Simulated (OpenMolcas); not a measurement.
Rh5+ among 5 point charges of -2 e arranged as a trigonal bipyramid (D3h), 2.1 Å from the ion, with the axial distance 1.911 Å.

```
Program             : OpenMolcas
Method              : SS-CASPT2, IPEA 0.25 Eh, imaginary shift 0.1 Eh (closed shells correlated: 4s 4p)
Basis               : ANO-RCC-VDZP [6s5p3d1f]
Scalar Hamiltonian  : DKH2, point nucleus
Active space        : 4 electrons in 5 orbitals (4d)
State averaging     : 2S+1 = 5 even, 5 roots; 2S+1 = 3 even, 45 roots; 2S+1 = 1 even, 50 roots
Spin-orbit coupling : RASSI with atomic mean-field integrals over the reference wave functions
```

**Question.** What is the spin-free ground state (labels of D3, the rotations of D3h)?

**Answer.** 5A1, 1-fold in its orbital part, 100 % from free-ion D terms; it has the highest spin that d4 allows.

**Question.** Where is the first state of the same spin?

**Answer.** 5E at 6760 cm-1 above the ground state.

**Question.** What are the lowest two levels with spin-orbit coupling?

**Answer.** A 1-fold level A1, then a 2-fold level E 180 cm-1 above it. Their leading multiplicities are 5 (98 %) and 5 (98 %).

**Question.** What is χT at 300 K, and how does it compare with the textbook value?

**Answer.** The lowest level has 2S+1 = 5, for which the spin-only value is χT = S(S+1) / 2 = 3.000 cm3 K/mol (g = 2). The computed 1.901 at 300 K differs by -1.099, through orbital momentum, spin-orbit coupling and any other state in reach.

Roots that are degenerate in the reference are averaged as groups; the widest CASPT2 spread within a group is 190 cm-1 (the 2-fold group of multiplicity 5 near 10000 cm-1 above the lowest state of its run). Shifts and gaps below about the spread of the groups concerned are not significant. Point charges give a weaker field than real ligands, and real ions of this kind are as a rule low spin; the high spin found here belongs to the model. Free-ion shares, where given, are those of the reference states; single-state CASPT2 does not remix them. Point charges carry no covalency, so the field is a model and not that of real ligands. No measured value stands beside these numbers.
